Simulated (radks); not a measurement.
Species: Pb. Configuration: [Xe] 4f14 5d9 6s2 6p3 (not the ground configuration).

Method: scalar-relativistic Kohn-Sham, PBE, spin-polarised, spherical densities, point nucleus; open shells are filled with parallel spins first (spin-orbit coupling, left out, can overturn this in heavy ions); computed with a radial shooting solver on a logarithmic mesh with Libxc functionals.

Energy parts (hartree):
part                       energy
total                 -20881.2593
kinetic                23610.6325
electron-nucleus      -52129.8134
Hartree                 8024.0618
exchange-correlation    -386.1402

Orbitals (lengths in bohr, moments of r in powers of bohr; r(max) is where P^2 peaks; r(90%) holds 90 % of the orbital's charge):
\begin{tabular}{lrrrrr}
orbital & occ. & eigenvalue (hartree) & r(max) & <r^2> & r(90%) \\ \hline
1s up & 1 & -3239.242 & 0.009837 & 0.0003570 & 0.0294 \\
1s down & 1 & -3239.240 & 0.009837 & 0.0003570 & 0.0294 \\
2s up & 1 & -579.5437 & 0.05714 & 0.005417 & 0.105 \\
2s down & 1 & -579.5394 & 0.05713 & 0.005417 & 0.105 \\
2p up & 3 & -497.0371 & 0.04761 & 0.004618 & 0.100 \\
2p down & 3 & -497.0331 & 0.04761 & 0.004618 & 0.100 \\
3s up & 1 & -139.2801 & 0.1611 & 0.03484 & 0.256 \\
3s down & 1 & -139.2778 & 0.1611 & 0.03484 & 0.256 \\
3p up & 3 & -115.6288 & 0.1613 & 0.03612 & 0.264 \\
3p down & 3 & -115.6263 & 0.1613 & 0.03612 & 0.264 \\
3d up & 5 & -91.53702 & 0.1314 & 0.02993 & 0.248 \\
3d down & 5 & -91.53342 & 0.1314 & 0.02993 & 0.248 \\
4s up & 1 & -31.69585 & 0.3622 & 0.1665 & 0.550 \\
4s down & 1 & -31.69089 & 0.3622 & 0.1665 & 0.550 \\
4p up & 3 & -23.94654 & 0.3823 & 0.1909 & 0.594 \\
4p down & 3 & -23.94176 & 0.3824 & 0.1909 & 0.594 \\
4d up & 5 & -14.98588 & 0.3883 & 0.2143 & 0.641 \\
4d down & 5 & -14.98036 & 0.3884 & 0.2142 & 0.641 \\
5s up & 1 & -5.50363 & 0.7885 & 0.8125 & 1.21 \\
5s down & 1 & -5.47755 & 0.7879 & 0.8111 & 1.21 \\
4f up & 7 & -5.09290 & 0.3498 & 0.2466 & 0.720 \\
4f down & 7 & -5.08597 & 0.3498 & 0.2461 & 0.720 \\
5p up & 3 & -3.35077 & 0.8806 & 1.066 & 1.40 \\
5p down & 3 & -3.32067 & 0.8800 & 1.063 & 1.40 \\
5d up & 5 & -0.94510 & 1.063 & 1.894 & 1.93 \\
5d down & 4 & -0.90626 & 1.062 & 1.862 & 1.91 \\
6s up & 1 & -0.53768 & 1.926 & 5.613 & 3.25 \\
6s down & 1 & -0.47002 & 1.904 & 5.555 & 3.24 \\
6p up & 3 & -0.18961 & 2.509 & 10.73 & 4.59 \\
6p down & 0 & -0.11920 & 2.506 & 11.52 & 4.79 \\
\end{tabular}

The highest occupied level is 6p up at -5.159 eV. Summed over all electrons, <r^2> = 75.97 bohr^2, which gives a Langevin (diamagnetic) susceptibility term of -60.2 x 10^-6 cm^3/mol. Spin moment in Bohr magnetons: 4. The density falls to 0.001 e/bohr^3 at r = 4.78 bohr.
